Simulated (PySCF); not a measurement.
## From computed data to an observable: chemical shift, span and skew from a shielding tensor

FHOSe, SMILES O[Se]F. Atoms are numbered in the order given.

```xyz
4

Se     0.0898     0.0064     0.3939
F     -0.0150     1.3391    -0.7675
O     -0.2180    -1.3513    -0.7100
H     -1.1744    -1.4594    -0.8056
```

Geometry: B3LYP-D3(BJ)/def2-TZVP. The values are those of a single conformer.

GIAO shieldings from KT2/pcSseg-2 in PySCF, non-relativistic, no solvent. The symmetric part of the tensor of F2 has the principal values -2.7, 158.1, 990.3 ppm. The same nucleus in CFCl3 has σ = 125.1 ppm at this level (PySCF, at its B3LYP-D3(BJ)/def2-TZVP geometry).

Problem. Work out the isotropic shielding, the ¹⁹F shift against CFCl3, the span and the skew.

Solution. 
σ(iso) = (σ11 + σ22 + σ33)/3 = 381.9 ppm. δ = σ(ref) − σ(iso) = 125.1 − (381.9) = -256.8 ppm.
Span Ω = σ33 − σ11 = 993.0 ppm. Skew κ = 3(σ(iso) − σ22)/Ω = 0.68. Tumbling in solution averages the tensor to δ; in a static solid the shielding alone would spread this spin-1/2 line over Ω.
